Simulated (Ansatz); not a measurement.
Program: Ansatz. Geometries: PBE0-D4/def2-TZVP. ΔE: electronic, gas phase. CBS: MP2 limit from def2 TZ/QZ plus the TZ coupled-cluster correction, frozen cores. This one scheme is used for every species. For Ge outer-core shells are correlated without core-valence functions, which leaves a few kJ/mol of doubt a bond. Scalar relativity is left out up to krypton. One conformer a species, not always the lowest.

Reaction (cleavage of the B–Ge bond): `[BH2][GeH2][SiH2][SiH3]` + `COCN` → `BNCOC` + `[SiH3][SiH2][GeH3]`

| species | SCS-MP2/def2-QZVPP energy (Eh) |
| --- | --- |
| `[BH2][GeH2][SiH2][SiH3]` | -2684.10172 |
| `COCN` | -210.06515 |
| `BNCOC` | -235.47758 |
| `[SiH3][SiH2][GeH3]` | -2658.74773 |

(1) Work out ΔE.

Largest T1 diagnostic among the species: 0.013.

Answers

(1) ΔE = (-235.47758) + (-2658.74773) − (-2684.10172) − (-210.06515) = -0.05844 Eh = -1.59 eV. CCSD(T)/CBS gives -1.53 eV.

In def2-TZVPP, CCSD(T) changes the Hartree–Fock value by +0.08 eV (the triples alone add +0.00 eV) and MP2 by +0.05 eV. The D4 term adds +0.04 eV with B3LYP and +0.02 eV with PBE0; it sums over pairs of atoms, weighted by their polarisabilities, and B3LYP, whose exchange is more repulsive, gets the larger term.

B3LYP here is the variant with VWN-RPA as its local correlation; programs differ in this.
